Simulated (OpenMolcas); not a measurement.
An OpenMolcas run meant for Kr II (ANO-RCC-VQZP, DKH2; inactive shells 1s 2s 2p 3s 3p 3d; intended active space 7 electrons in 4 orbitals (4s 4p)). One step of its input:

```
&RASSCF
FileOrb=start.orb
Symmetry=2
Spin=2
nActEl=7 0 0
Inactive=8 6
Ras2=1 3
CIRoot=6 6 1
SDav=3
CIMx=300
Iter=82 100
PrWF=0.3
OrbListing=Nothing
MaxOrb=0
Atom
CIOnly
>>> COPY $Project.JobIph JOB001
```

Lines from the output:

```
...
      Number of secondary orbitals              50
      Spin quantum number                      0.5
      State symmetry                             2
Orbital specifications:
      -----------------------

      Symmetry species                           1   2
                                                ag  au
      Frozen orbitals                            0   0
      Inactive orbitals                          8   6
      Active orbitals                            1   3
      RAS1 orbitals                              0   0
      RAS2 orbitals                              1   3
      RAS3 orbitals                              0   0
      Secondary orbitals                        27  23
      Deleted orbitals                           0   0
      Number of basis functions                 36  32
      Number of CSFs                             3
      Number of root(s) required                 6
 ************ ERROR ***********
  You can't ask for more roots
  than there are configurations
 ******************************
--- Stop Module: rasscf at  /rc=_RC_INPUT_ERROR_ ---
.####################.
.# User input error #.
.####################.
```

**Question.** What is wrong with the input?

**Answer.** CIRoot asks for more roots than the active space has configuration state functions.
